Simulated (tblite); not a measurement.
Species: C7H12OSi.
Atom-mapped SMILES: `[CH3:1][CH2:2][C:3]1=[CH:4][Si@H:5]([CH3:6])[CH:7]=[CH:8][O:9]1` (hydrogens: H10, H11, H12 on C1; H13, H14 on C2; H15 on C4; H16 on Si5; H17, H18, H19 on C6; H20 on C7; H21 on C8)

Cartesian coordinates in Å at the GFN2-xTB level; atoms count from 1:
```
atom  x, y, z in Å
C1    -3.0480   -0.1590    0.1748
C2    -2.1321   -0.7055   -0.9212
C3    -0.7197   -0.2155   -0.7287
C4     0.2727   -0.9664   -0.2442
Si5    2.0029   -0.3056    0.0019
C6     2.6142   -0.4602    1.7971
C7     1.6756    1.4671   -0.4963
C8     0.4790    1.8421   -0.9417
O9    -0.6366    1.0953   -1.0928
H10   -2.7113   -0.4978    1.1522
H11   -4.0685   -0.5008    0.0191
H12   -3.0395    0.9283    0.1632
H13   -2.4925   -0.3623   -1.8933
H14   -2.1430   -1.7953   -0.9063
H15    0.0266   -1.9886    0.0003
H16    2.9817   -0.9622   -0.8895
H17    2.7015   -1.5023    2.0892
H18    1.9412    0.0250    2.4988
H19    3.5943   -0.0074    1.9120
H20    2.4369    2.2292   -0.4445
H21    0.2557    2.8589   -1.2505
```

Computed values, GFN2-xTB/tblite, gas phase, harmonic and unscaled. The method is semi-empirical: single wavenumbers can be off by several per cent or more. Modes of hydrogen on silicon can be 10 to 20 % off. One conformer, not necessarily the lowest.

Harmonic wavenumbers (cm⁻¹): 37.8, 81.7, 88.4, 107.8, 146.7, 204.7, 221.1, 267.0, 317.5, 348.1, 390.4, 460.8, 578.5, 616.3, 647.8, 663.5, 745.6, 755.2, 765.8, 800.0, 810.6, 815.9, 836.6, 839.8, 908.3, 912.0, 985.0, 1070.2, 1080.2, 1089.3, 1130.5, 1226.7, 1238.3, 1295.4, 1312.9, 1338.6, 1373.1, 1405.1, 1466.5, 1489.1, 1494.0, 1497.0, 1502.5, 1629.0, 1662.1, 2130.8, 2978.4, 3002.0, 3010.1, 3033.0, 3034.6, 3036.5, 3041.6, 3043.8, 3045.1, 3073.5, 3084.4.

A = 2379, B = 904.8, C = 751.1 MHz; mass 140.066 u (most abundant isotopes); point group C1, symmetry number 1.

Q: What is the zero-point energy?

A: ½Σν̃ = 37084 cm⁻¹ = 443.62 kJ/mol.

Q: What is S at 350 K and 1 bar for an ideal gas of classical rigid rotors and harmonic oscillators?

A: Translation 173.82, rotation 126.16, vibration 163.40: S = 463.4 J/(mol K).

Q: And Cp and H(350 K) − H(0)?

A: Cp = 201.74 J/(mol K), of which vibrations give 168.49 (their classical limit is 57 R = 473.9); H(350 K) − H(0) = 41.32 kJ/mol without the zero-point energy, 29.68 from vibrations.

Q: Blend soft modes into free rotors: weight 1/[1 + (100 cm⁻¹/ν̃)⁴] for the oscillator and the rest for a rotor with moment μB/(μ + B), μ = h/(8π²ν), B = 10⁻⁴⁴ kg m². What vibrational entropy results?

A: 149.91 J/(mol K) in place of 163.40, which changes −T·S at 350 K by +4.72 kJ/mol.

Q: Which modes carry the vibrational entropy at 350 K?

A: 37.8 cm⁻¹: 23.80; 81.7 cm⁻¹: 17.43; 88.4 cm⁻¹: 16.78; 107.8 cm⁻¹: 15.15; 146.7 cm⁻¹: 12.64; 204.7 cm⁻¹: 9.99 J/(mol K); the other 51 give 67.61 together.

Hindered rotation and anharmonicity are outside this model. Other conformers, if any are populated, would add a mixing term that is left out. The structure is chiral; the term R ln 2 for an equal mix with its mirror image is left out.
